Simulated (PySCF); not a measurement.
## Where the electron goes

Compound: C₇H₁₁F.
Cartesian coordinates in Å at the GFN2-xTB level; atoms count from 1:
```
atom  x, y, z in Å
F1    -0.950   -2.030    0.904
C2    -1.149   -0.997    0.019
C3    -2.097    0.103    0.503
C4    -1.051    1.150    0.089
C5    -0.010    0.031   -0.086
C6     0.971    0.008   -1.266
C7     2.150   -0.096   -0.285
C8     1.167   -0.070    0.895
H9    -1.424   -1.457   -0.935
H10   -3.065    0.151    0.011
H11   -2.238    0.052    1.580
H12   -1.292    1.646   -0.849
H13   -0.811    1.901    0.839
H14    0.957    0.917   -1.865
H15    0.850   -0.850   -1.924
H16    2.723   -1.016   -0.370
H17    2.835    0.749   -0.317
H18    1.158   -0.976    1.498
H19    1.266    0.792    1.552
```

Level of theory: PySCF 2.14.0, density-fitted response routines, TDDFT PBE0/def2-SVPD, vertical, gas phase, core orbitals frozen in the response.

Kohn–Sham orbitals with the atoms that hold most of them (Löwdin shares over 4%, at most four atoms; ? is withheld):

```json
{"orbital": "LUMO+2", "ε (eV)": "1.23", "atoms": "C2 15%, F1 12%, H9 11%, H13 11%"}
{"orbital": "LUMO+1", "ε (eV)": "1.03", "atoms": "C7 13%, C3 11%, H10 8%, H16 7%"}
{"orbital": "LUMO", "ε (eV)": "0.76", "atoms": "?"}
{"orbital": "HOMO", "ε (eV)": "?", "atoms": "C5 18%, C6 13%, C7 12%, C3 12%"}
{"orbital": "HOMO-1", "ε (eV)": "-8.30", "atoms": "?"}
{"orbital": "HOMO-2", "ε (eV)": "-8.54", "atoms": "C8 19%, C5 17%, C6 16%, C7 10%"}
{"orbital": "HOMO-3", "ε (eV)": "-9.04", "atoms": "C3 17%, F1 15%, C2 11%, C4 10%"}
```

Problem. Give the leading atoms of the LUMO.

Solution. C6 (bonded to 2 C and 2 H) 11%; C4 (bonded to 2 C and 2 H) 11%; H12 (bonded to C) 7%; C7 (bonded to 2 C and 2 H) 7%. By element: carbon 29% or more, hydrogen 7% or more.

Problem. Give the leading atoms of the HOMO-1.

Solution. C5 (bonded to 4 C) 17%; C2 (bonded to 2 C, F and H) 14%; C4 (bonded to 2 C and 2 H) 11%; C8 (bonded to 2 C and 2 H) 9%.

Problem. What is the HOMO energy, and the HOMO–LUMO gap?

Solution. ε(HOMO) = -7.86 eV; the gap is 8.63 eV (0.3171 hartree).

Problem. How does S1 compare with the orbital gap of 8.63 eV?

Solution. S1 is at 7.53 eV (f = 0.0099), 1.10 eV below the gap, made of HOMO→LUMO (97%). 

Problem. Give energy, strength and leading configuration of S1, S2 and S4, and follow the Löwdin shares of the leading atoms from the occupied to the empty orbital.

Solution. 
- S1 (7.53 eV, f 0.0099), HOMO→LUMO (97%): C5 18% → at most 8%, C6 13% → 11%, C4 at most 13% → 11%
- S2 (7.78 eV, f 0.0012), HOMO→LUMO+1 (94%): C5 18% → at most 8%, C6 13% → at most 8%, C7 12% → 13%, C3 12% → 11%
- S4 (7.97 eV, f 0.059), HOMO-1→LUMO (94%): C5 17% → at most 8%, C2 14% → at most 8%, C6 at most 9% → 11%, C4 11% → 11%
